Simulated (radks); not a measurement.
The cerium ion Ce2+, 56 electrons, occupied as [Kr] 4d10 4f2 5p6 5f2 (not the ground configuration). All-electron calculation, Dirac Kohn-Sham, PBEsol, spin-unpolarised, spherical densities, point nucleus; open shells fill j = l - 1/2 first. Program: a radial shooting solver on a logarithmic mesh with Libxc functionals. Some entries of the table are withheld. Estimate them.

orbital  occ.  eigenvalue (hartree)  <r^2> (bohr^2)
1s1/2       2             -1478.869       0.0008212
2s1/2       2             -237.4042             (1)
2p1/2       2                   (2)        0.009536
2p3/2       4                   (3)         0.01080
3s1/2       2             -51.71764         0.08868
3p1/2       2             -46.13284         0.08355
3p3/2       4             -42.90817         0.09109
3d3/2       4             -33.13986         0.07455
3d5/2       6             -32.44669         0.07669
4s1/2       2             -11.10070          0.4606
4p1/2       2              -9.02998          0.4925
4p3/2       4              -8.34082          0.5345
4d3/2       4                   (4)          0.6396
4d5/2       6                   (5)          0.6565
5s1/2       0              -2.34104           2.495
5p1/2       2                   (6)           3.043
5p3/2       4                   (7)           3.295
4f5/2       2              -1.03491           1.436
4f7/2       0              -1.02273           1.459
5d3/2       0              -0.83602           5.723
5d5/2       0              -0.82278           5.862
6p1/2       0              -0.53127           16.97
6p3/2       0              -0.51113           18.12
5f5/2       2              -0.27008           26.66
5f7/2       0              -0.26945           26.81

Answer. 
(1) 2s1/2 <r^2> (bohr^2): 0.01301
(2) 2p1/2 eigenvalue (hartree): -224.2182
(3) 2p3/2 eigenvalue (hartree): -207.8139
(4) 4d3/2 eigenvalue (hartree): -4.94334
(5) 4d5/2 eigenvalue (hartree): -4.82325
(6) 5p1/2 eigenvalue (hartree): -1.75660
(7) 5p3/2 eigenvalue (hartree): -1.64600
